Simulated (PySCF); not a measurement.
## Which basis set comes closest?

Molecule: SMILES CSc1ccsc1, C5H6S2.

Bonds (- single, = double, # triple, : aromatic): C1-S2 1.798 Å, S2-C3 1.754 Å, C3:C4 1.432 Å, C4:C5 1.367 Å, C5:S6 1.715 Å, S6:C7 1.721 Å, C7:C3 1.375 Å. C1 carries H8, H9, H10; C4 carries H11; C5 carries H12; C7 carries H13.

Geometry PBE0-D3(BJ)/def2-SVP throughout; GIAO in PySCF, gas phase, one conformer, non-relativistic; equivalent atoms averaged; functional PBE0.

Reference values (estimated from measurements, as parent shift plus tabulated substituent increments; solution, not stated per compound (mostly CDCl3 or CCl4); Pretsch, Buehlmann, Badertscher, Structure Determination of Organic Compounds, 4th ed. (2009)): δ(H13) = 6.87 ppm, δ(H11) = 6.86 ppm, δ(H12) = 7.17 ppm. Computed shifts are taken against TMS, calculated as an isolated molecule at each level.

How do the basis sets STO-3G, pcSseg-0, 6-31G, 6-31G*, cc-pVDZ, def2-SVP, pcSseg-1, aug-cc-pVDZ, 6-311+G(2d,p), def2-TZVP, cc-pVTZ, IGLO-III perform against the reference? Times are CPU seconds on shared hosts with different chips, so compare them loosely.

## Answers


```
    basis set  functions   H13   H11   H12  mean abs. error H  core-s
       STO-3G         49  5.54  5.85  6.38               1.04     6.7
     pcSseg-0         83  5.76  6.56  6.80               0.59       6
        6-31G         83  6.12  6.96  7.12               0.30      13
       6-31G*        118  5.90  6.72  6.92               0.45      20
      cc-pVDZ        136  6.07  6.68  7.06               0.36      16
     def2-SVP        136  5.82  6.58  6.89               0.54      15
     pcSseg-1        163  6.06  6.91  7.15               0.29      17
  aug-cc-pVDZ        223  6.49  6.99  7.44               0.26      36
6-311+G(2d,p)        241  6.46  6.99  7.43               0.27      52
    def2-TZVP        265  6.43  7.00  7.40               0.27      47
      cc-pVTZ        302  6.40  6.91  7.37               0.24      55
     IGLO-III        323  6.46  6.96  7.40               0.25      62
```

For ¹H the closest is cc-pVTZ (0.24 ppm, with IGLO-III, aug-cc-pVDZ, 6-311+G(2d,p) practically level) and the furthest STO-3G (1.04 ppm). Where a smaller basis beats a larger one, errors probably cancel. One molecule is a small sample, and vibrational and solvent effects are absent from the calculation.

A small basis that lands close on one nucleus may do so by chance; judge by the trend and by all nuclei.
